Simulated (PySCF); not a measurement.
**Sn+: excitation energy**

Sn+ [Kr] 4d10 5s2 5p1 (2P) → Sn+ [Kr] 4d10 5s2 5d1 (2D), as a difference of total energies. Calculation: PySCF 2.14, in aug-cc-pVTZ-DK3 (8s7p5d2f, 68 functions); the spin-free X2C one-electron Hamiltonian (Gaussian nucleus). Correlated levels: valence: [Kr] 4d10 frozen. The calculations carry no spin-orbit coupling.

| method | excitation energy (eV) | error (eV) |
| --- | --- | --- |
| UHF | 7.728 | -0.822 |
| LDA | 7.441 | -1.109 |
| PBE | 7.206 | -1.344 |
| PBE0 | 7.431 | -1.119 |
| r2SCAN | 7.562 | -0.988 |
| wB97X-V | 7.804 | -0.746 |
| BP86 | 7.245 | -1.305 |
| wB97M-V | 7.732 | -0.818 |
| r2SCANh | 7.619 | -0.931 |
| MP2 (valence) | 7.594 | -0.956 |
| SCS-MP2 (valence) | 7.605 | -0.945 |

Reference: 8.550 eV (measured; NIST levels, between the centres of gravity of the two terms).

Errors of the correlated levels include the incompleteness of this basis and the frozen core.
